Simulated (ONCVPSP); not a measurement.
## Varying the ONCV potential for zinc

Base potential:

- Element: zinc (Zn)
- Generator: ONCVPSP 4.0.1
- Type: optimised norm-conserving Vanderbilt (ONCV)
- Functional: PBEsol
- Relativity: fully relativistic
- Frozen core: [Ne]
- Valence charge: 20
- Reference configuration: 3s2 3p6 3d10 (charge +2)
- Partial waves: 3s: rc 1.00 bohr, ncon 4, nbas 9, qcut 14.7 1/bohr, 3 projectors, debl 1.6 Ha; 3p: rc 0.75 bohr, ncon 5, nbas 9, qcut 12.2 1/bohr, 2 projectors, debl 2.5 Ha; 3d: rc 1.35 bohr, ncon 3, nbas 7, qcut 9.7 1/bohr, 2 projectors, debl 3.8 Ha
- Local potential: polynomial inside 0.70 bohr (lpopt 4, dvloc0 0 Ha)
- Core correction: none

Open shells are filled in proportion to 2j + 1.

In the s channel the program set the typed energies aside and used -5.502, 0.250, 1.850 Ha. In the p channel the program set the typed energies aside and used -3.789, 0.250 Ha (j = l + 1/2; the other j can differ).

Cutoffs, loose and tight: the cutoffs (Ha) at which the residual kinetic energy of the hardest occupied pseudo-wave falls to 1 and 0.1 mHa per electron. They do not see the model core or the augmentation charge, which bear on the density cutoff. Test errors are all-electron minus pseudo excitation energies from the reference, over the configurations 3s2 3p6 3d10 4s2; 3s2 3p6 3d10 4s1; 3s2 3p6 3d9; 3s2 3p6 3d10 4s1.5. A dash means not determined; rows that change the core or the reference have their own tests.

A true bound ghost makes a file unfit for plane-wave use even where its test errors are small: the radial tests pick states by their node count and pass the ghost by.

```csv
change,outcome,"cutoff, loose","cutoff, tight",bound ghosts,GHOST(+) flags above zero,largest test error (meV)
base,"generated, projector energies reset by the program",95 Ha,409 Ha,none,none,+103
s: rc 0.78,"generated, projector energies reset by the program",95 Ha,409 Ha,none,s,+103
s: rc 0.92,"generated, projector energies reset by the program",95 Ha,409 Ha,none,none,+103
s: rc 1.1,"generated, projector energies reset by the program",95 Ha,409 Ha,none,none,+103
s: rc 1.2,"generated, projector energies reset by the program",95 Ha,409 Ha,none,none,+103
s: rc 1.34,"generated, projector energies reset by the program",95 Ha,409 Ha,none,none,+103
```

Task: What comes out with this change to the base: s: rc 1.42?

Result: outcome: failed: ERROR pspot: first pseudo wave function has node, program will stop. Cause: the optimised pseudo-wave of the first projector has a node, so the radial equation cannot be inverted for a potential.

Task: What comes out with this change to the base: s: rc 0.72?

Result: outcome: generated, projector energies reset by the program; cutoff, loose: 95 Ha; cutoff, tight: 409 Ha; bound ghosts: s; GHOST(+) flags above zero: none; largest test error (meV): +103.

Reading the sweep of the s radius (base included, trends over the rows without a ghost): The loose cutoff stays near 95 Ha. The median size of the test errors (rows with all tests solved) stays near 13.4 meV. Bound ghosts are found at 0.72 bohr. The generation fails at 1.42 bohr.
